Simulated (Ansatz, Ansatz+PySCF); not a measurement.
```xyz
2

O     0.0000    0.0000   -0.1356
H     0.0000    0.0000    1.0849
```

Basis set: 6-31G (spherical functions). Left uncorrelated: 1 orbital. Correlation on ROHF uses semicanonical orbitals with singles. Charge 0, multiplicity 2.

Computed with Ansatz (development build ahead of 0.2.0); each method stands on the lowest determinant of its kind that the runs found.

The atomization energy at this shape (free ground-state atoms in the same class of orbitals less the molecule, no zero-point energy) of doublet OH:

| method | atomization energy |
| --- | --- |
| PBE0 (unrestricted) | 75.16 kcal/mol |
| UHF-CCSD(T) | 64.76 kcal/mol |
| ROHF-MP2 | 61.48 kcal/mol |
| UHF | 31.45 kcal/mol |
| ROHF | 30.93 kcal/mol |

Problem. What does UHF-MP2 give?

Solution. 60.11 kcal/mol. Caution for UHF-CCSD(T), ROHF-MP2, UHF-MP2: bonds are stretched, where a single reference can fail.

This basis has no polarisation functions and is too small for such energies, which can lie far from measured ones in either direction.
